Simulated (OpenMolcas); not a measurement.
W3+ among 6 point charges of -0.98 e arranged as a tetragonal octahedron (D4h), 1.97 Å from the ion, with the axial distance 1.871 Å.
```
   1.9700    0.0000    0.0000  -0.98
   0.0000    1.9700    0.0000  -0.98
  -1.9700    0.0000    0.0000  -0.98
   0.0000   -1.9700    0.0000  -0.98
   0.0000    0.0000    1.8715  -0.98
   0.0000    0.0000   -1.8715  -0.98
```

```yaml
Program: OpenMolcas 26.06
Method: "SS-CASPT2, IPEA 0.25 Eh, imaginary shift 0.1 Eh (closed shells correlated: 4f 5s 5p)"
Basis: ANO-RCC-VTZP [8s7p5d3f2g1h]
Scalar_Hamiltonian: DKH2, point nucleus
Active_space: 3 electrons in 5 orbitals (5d)
State_averaging: 2S+1 = 4 even, 10 roots; 2S+1 = 2 even, 40 roots
Spin-orbit_coupling: RASSI with atomic mean-field integrals over the reference wave functions
```

**Question.** What is the spin-free ground state (labels of D4, the rotations of D4h)?

**Answer.** 4B1, 1-fold in its orbital part, 100 % from free-ion F terms; it has the highest spin that d3 allows.

**Question.** Where is the first state of the same spin?

**Answer.** 4B2 at 9580 cm-1 above the ground state.

**Question.** What are the lowest two levels with spin-orbit coupling?

**Answer.** A 2-fold level E1/2 with g = 0.31, 0.31, 3.41, then a 2-fold level E3/2 96 cm-1 above it. Their leading multiplicities are 4 (93 %) and 4 (94 %).

**Question.** What is χT at 300 K, and how does it compare with the textbook value?

**Answer.** The lowest level has 2S+1 = 4, for which the spin-only value is χT = S(S+1) / 2 = 1.875 cm3 K/mol (g = 2). The computed 0.645 at 300 K differs by -1.230, through orbital momentum, spin-orbit coupling and any other state in reach.

Roots that are degenerate in the reference are averaged as groups; the widest CASPT2 spread within a group is 210 cm-1 (the 3-fold group of multiplicity 2 near 33800 cm-1 above the lowest state of its run). Shifts and gaps below about the spread of the groups concerned are not significant. Free-ion shares, where given, are those of the reference states; single-state CASPT2 does not remix them. Point charges carry no covalency, so the field is a model and not that of real ligands. A group larger than the point group allows holds several states that coincide in this model. No measured value stands beside these numbers.
